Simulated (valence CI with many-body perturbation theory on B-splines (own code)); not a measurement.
**Which ion has this spectrum?**

A relativistic CI+MBPT calculation for an atom or ion with 13 electrons gives these levels (cm⁻¹):

```csv
J,Parity,E,g
1/2,odd,0.0,0.67
3/2,odd,289,1.33
1/2,even,42729,2.67
3/2,even,42838,1.73
5/2,even,43014,1.60
3/2,even,55252,0.80
5/2,even,55268,1.20
1/2,even,65548,2.00
1/2,even,76704,2.00
3/2,even,79360,0.80
5/2,even,79376,1.20
1/2,odd,81210,0.67
3/2,odd,81270,1.33
1/2,even,83827,0.67
```

The energies are calculated, with errors of about 47 cm⁻¹, more in some levels.

(1) Which is it?
A. Si+
B. S3+
C. Cl4+
D. P2+

Results:

(1) A. Si+, ground level 3s²3p ²P°_1/2.
